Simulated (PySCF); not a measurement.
C₄H₄BrCl, SMILES ClC1=C(Br)CC1. Atoms are numbered in the order given.

```xyz
10

Cl    -1.4278     1.9677     0.0000
C      0.1250     1.2452     0.0000
C      0.5680    -0.0235     0.0000
Br    -0.2821    -1.6882     0.0000
C      2.0310     0.3663     0.0000
C      1.5124     1.8501     0.0000
H      2.5940     0.0742     0.9002
H      2.5940     0.0742    -0.9002
H      1.7698     2.4297    -0.9006
H      1.7698     2.4297     0.9006
```
Charge 0, spin multiplicity 1.

Geometry: B3LYP-D3(BJ)/def2-SVP.

These are PySCF with B3LYP-D3(BJ)/def2-SVP values and carry that method's errors.

Frequencies are harmonic and unscaled.

```
mode  ν (cm⁻¹)  IR (km/mol)  moving atoms (share of kinetic energy)
----  --------  -----------  --------------------------------------
1          123          0.3                Cl 56 %, Br 30 %, C 13 %
2          187          0.3                          C 50 %, H 44 %
3          226          4.0                          C 72 %, H 20 %
4          314          3.8        C 51 %, Br 21 %, H 17 %, Cl 11 %
5          444          7.9          C 64 %, Br 19 %, Cl 9 %, H 8 %
6          505          0.1                          C 77 %, H 21 %
7          533          6.9                         C 53 %, Cl 42 %
8          824          0.5                          H 87 %, C 13 %
9          896          3.5                          C 70 %, H 29 %
10         927        112.8                                  C 90 %
11        1034          0.0                          H 55 %, C 45 %
12        1077          0.5                          H 87 %, C 13 %
13        1100         20.4                          C 67 %, H 32 %
14        1144         21.8                          C 79 %, H 20 %
15        1147          0.0                          H 87 %, C 13 %
16        1192          1.0                          H 58 %, C 42 %
17        1262         60.4                          C 57 %, H 43 %
18        1444          0.2                                  H 92 %
19        1463          1.6                          H 84 %, C 16 %
20        1690         49.8                                  C 97 %
21        3053         24.9                                  H 95 %
22        3057         31.7                                  H 95 %
23        3112          0.3                          H 90 %, C 10 %
24        3120         22.8                          H 90 %, C 10 %
```
